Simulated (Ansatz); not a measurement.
## Reading a saddle point

A first-order saddle point of AlH3SOF2, singlet, PBE0-D4/def2-TZVP, with one imaginary mode of 873i cm⁻¹:

```
8
angstrom
Al -0.6744 -0.3497 -0.4248
S 1.5919 0.2757 -0.7560
F -0.8942 -1.9644 -0.6654
F -1.6795 0.7278 -1.1558
H 0.9646 0.2424 0.6678
O -0.2439 0.0489 1.2661
H 1.2754 1.5697 -0.9413
H -0.3398 -0.5506 2.0094
```

Computed with Ansatz 0.2.0 (basis: def2-TZVPP and def2-QZVPP); correlated methods freeze the cores. Extrapolation: Hartree–Fock as exp(−7.88 √X), correlation as X^−2.97.

Q: Which contacts change along the imaginary mode, and what lies on either side? (A judgement: the text doesn't fix the answer.)

A: Computed: The step is AlHSF₂ ([F][Al]([F])[SH]) + H₂O → AlHOF₂ ([OH][Al]([F])[F]) + H₂S (still joined by a long Al–S bond), with the molecules in contact on both sides. Shortening one way: Al1–O6, S2–H5; lengthening the same way: Al1–S2, H5–O6.
| pair | one side (Å) | saddle (Å) | other side (Å) |
| --- | --- | --- | --- |
| Al1–O6 | 1.96 | 1.79 | 1.70 |
| S2–H5 | 2.93 | 1.56 | 1.35 |
| Al1–S2 | 2.20 | 2.37 | 2.48 |
| H5–O6 | 0.97 | 1.36 | 3.26 |

Q: Which side is lower, and how far does the saddle lie above each? (Judge from chemistry; the value comes from the calculation.)

A: By the calculation: The side with Al1–S2, H5–O6 short is lower by 0.230 eV; the saddle lies 0.732 eV above it and 0.502 eV above the other (CCSD(T) at an estimated basis limit (MP2 extrapolated from triple and quadruple zeta, plus CCSD(T) − MP2 in triple zeta); electronic energies).

T1 diagnostic: at most 0.013.

Labels in which every atom is bracketed show which atoms are joined, not bond orders.

For scale, one of the runs: CCSD(T)/def2-TZVPP, 219 basis functions (an equivalent command: `ansatz run in.yaml --threads 4`). The run took 91 s on 4 CPU threads (shared host), with 3.4 GiB of host memory at its peak.
